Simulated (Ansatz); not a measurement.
The same path of Cl₂F₂H₄HfSi (10 atoms, charge 0, multiplicity 1) was run twice with different band settings. Lost on the way: Si6–H10. Made: Hf1–Si6, Cl2–H10.

Level of theory: RKS PBE-D4/def2-SVP (Ansatz).

Relaxed end points:

```xyz
10
Properties=species:S:1:pos:R:3
Hf -0.175 -0.192 0.165
Cl -0.470 -0.890 2.400
F 1.648 -0.124 -0.408
Cl -1.494 1.656 -0.505
F -0.875 -1.638 -0.853
Si 1.338 2.933 1.253
H 2.591 3.095 2.061
H 1.628 3.049 -0.212
H 0.278 3.901 1.683
H 0.821 1.538 1.555
```

```xyz
10
Properties=species:S:1:pos:R:3
Hf -0.086 0.353 -0.198
Cl 1.206 -0.459 2.248
F 1.283 -0.742 -0.967
Cl -0.971 1.579 -1.992
F -1.601 -0.442 0.660
Si 0.826 2.689 0.993
H 1.547 2.360 2.324
H 1.878 3.456 0.228
H -0.237 3.670 1.427
H 1.444 0.862 2.415
```

Common settings: movable images 7; climbing image yes; spring 5.0 eV/Å²; optimiser quadratic models (default); force threshold 0.05 eV/Å; iteration limit 60; end points relaxed.

| run | start path |
| --- | --- |
| 1 | through a guess of the saddle point |
| 2 | straight line |

Task: What does each run give, and how far can it be trusted?

Result: Run 1: converged after 25 iterations, highest image 1.903 eV above the first end. A vibrational analysis at the climbing image gives one clearly imaginary mode, 384i cm⁻¹: a first-order saddle point.
Run 2: converged after 14 iterations, highest image 1.903 eV above the first end. Another band between the same ends (7 images) ends at a top of the same energy, where a vibrational analysis finds 1 clearly imaginary mode.
The orbitals stay closed-shell, which can raise the energy where a bond breaks towards radicals; this wasn't checked here.
